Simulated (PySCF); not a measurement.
C2H7BN2.
Cartesian coordinates in Å at the PBE0-D3(BJ)/def2-SVP level; atoms count from 1:
```
atom  x, y, z in Å
C1     2.5347    0.3985    0.3038
C2     1.1282    0.0524    0.3313
N3     0.0100   -0.2227    0.3504
B4    -1.6893   -0.5925    0.3124
N5    -2.3331    0.0793   -0.8038
H6     2.6927    1.2718   -0.3453
H7     2.8813    0.6412    1.3185
H8     3.1233   -0.4457   -0.0830
H9    -1.6056   -1.8122    0.2274
H10   -1.9876   -0.1832    1.4282
H11   -2.2211   -0.2569   -1.7502
H12   -2.5325    1.0695   -0.7717
```

The closed-shell ground state was solved at several levels (PySCF, density fitting, gas phase, non-relativistic).

```
           level  basis functions  HOMO (eV)  LUMO (eV)  gap (eV)  dipole (D)
  PBE0/def2-SVPD              156      -6.14      -0.25      5.89        7.44
wB97X-D/pcSseg-2              278      -8.04       1.52      9.56        7.62
   PBE0/pcSseg-1              120      -6.01      -0.15      5.86        7.46
```

Problem. What might B3LYP/pcJ-1 (205 basis functions) give for the same quantities?

Solution. HOMO -5.74 eV, LUMO -0.43 eV, gap 5.31 eV, dipole 7.44 D.

Problem. Over all these levels, which gives the widest orbital gap and which the narrowest?

Solution. wB97X-D/pcSseg-2 (range-separated hybrid) has the widest, 9.56 eV, and B3LYP/pcJ-1 (global hybrid, 20 % exact exchange) the narrowest, 5.31 eV. Functional and basis both differ between the two, so the spread mixes both effects.

Problem. How far do the dipole and the HOMO energy spread over the levels?

Solution. The dipole runs from 7.44 to 7.62 D (mean 7.49 D) and the HOMO from -8.04 to -5.74 eV.

One conformer stands for the species.
